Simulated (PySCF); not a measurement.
C₂H₅O₂, SMILES O(C)C=[OH+], charge +1. Geometry optimised at B3LYP-D3(BJ)/def2-SVP. The isomer is the one that the SMILES or the coordinates give; other isomers of the formula were not compared. The values are those of a single conformer.

Method: B3LYP-D3(BJ)/def2-SVP in PySCF.

Harmonic wavenumbers (cm⁻¹): 103, 253, 330, 690, 696, 849, 1059, 1120, 1151, 1193, 1390, 1407, 1443, 1445, 1472, 1709, 3057, 3175, 3202, 3219, 3676. Rotational constants (GHz): 19.54, 6.179, 4.847; symmetry number 1.

Work out the zero-point energy and the ideal-gas rigid-rotor harmonic-oscillator thermochemistry at 298.15 K and 1 atm.

ZPE = ½ Σ hcν = ½ × 32638 cm⁻¹ = 195.22 kJ/mol. H − E(el) = 210.43 kJ/mol. Entropy in J/(mol K): translation 160.03, rotation 99.67, vibration 31.30, total 291.00. G − E(el) = 123.67 kJ/mol. Cp = 71.41 J/(mol K). Modes under 150 cm⁻¹ make the vibrational entropy uncertain.
